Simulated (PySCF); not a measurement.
Input of a run (PBE0-D3(BJ)/def2-SVP geometry optimisation, gas phase (PySCF 2.14.0)), started from GFN2-xTB:
```
{"job": {"xc": "PBE0", "basis": "def2-SVP", "d3": "d3bj", "grid": 1, "shake": 0.01, "kind": "geom"}, "charge": 0, "multiplicity": 1}
C     -3.468290     0.693650    -0.667970
S     -2.744670    -0.900350    -0.319390
C     -1.052800    -0.531990    -0.055860
C     -0.170200    -1.615220     0.221280
C      1.139190    -1.433240     0.438920
C      1.686000    -0.142420     0.404470
C      3.172580     0.026430     0.651110
F      3.547640     1.354610     0.656070
C      0.859910     0.935380     0.156100
C     -0.494670     0.743760    -0.080060
H     -3.049820     1.147100    -1.553980
H     -4.534330     0.518100    -0.843670
H     -3.408880     1.387260     0.175460
H     -0.648170    -2.604990     0.263070
H      1.773210    -2.285400     0.658970
H      3.451000    -0.373330     1.631660
H      3.754670    -0.444980    -0.140100
H      1.265080     1.932790     0.108740
H     -1.108160     1.599900    -0.295800
```

Output (energies in Eh, forces in Eh/bohr):
```
step   0  E = -807.28358927  max force = 0.063864
step   1  E = -807.28834128  max force = 0.012977
step   2  E = -807.28846099  max force = 0.004480
step   3  E = -807.28851163  max force = 0.002574
step   4  E = -807.28852654  max force = 0.001476
step   5  E = -807.28852623  max force = 0.001656
step   6  E = -807.28853790  max force = 0.000125
optimisation converged
```

**Question.** Summarise the run.

**Answer.** The energy falls by 0.135 eV over 7 energy and gradient evaluations, the largest force component goes from 0.0639 to 1.3e-04 Eh/bohr, and the atoms move by 0.026 Å rms after alignment. The bond that changes most is C4–C5 (both ends aromatic CH carbon), which lengthens by 0.047 Å. Bonds longer at the end by more than 0.005 Å: 13 of 19; shorter: 4. Among the angles that change most is C3–C4–H14, from 115.0° to 119.6°. The energy never rose by more than 1e-6 Eh on the way. The first step brought 96 % of the lowering.

**Question.** What are the final bond lengths?

**Answer.** C1–S2 1.797 Å, S2–C3 1.762 Å, C3–C4 1.405 Å, C4–C5 1.387 Å, C5–C6 1.400 Å, C6–C7 1.502 Å, C7–F8 1.369 Å, C6–C9 1.392 Å, C9–C10 1.395 Å, C3–C10 1.398 Å, C1–H11 1.100 Å, C1–H12 1.099 Å, C1–H13 1.100 Å, C4–H14 1.093 Å, C5–H15 1.094 Å, C7–H16 1.105 Å, C7–H17 1.105 Å, C9–H18 1.091 Å, C10–H19 1.091 Å. Numbering counts from 1 in the input's order; the species is `CSc1ccc(CF)cc1`.

The run used 189 basis functions and 48 SCF cycles in all.

Not checked by PBE0-D3(BJ)/def2-SVP frequencies. The numbers are those of one conformer.

Shape of the structure used: `[CH3:1][S:2][c:3]1[cH:4][cH:5][c:6]([CH2:7][F:8])[cH:9][cH:10]1`: C1–S2–C3–C4 180°, C5–C6–C7–F8 -177°.
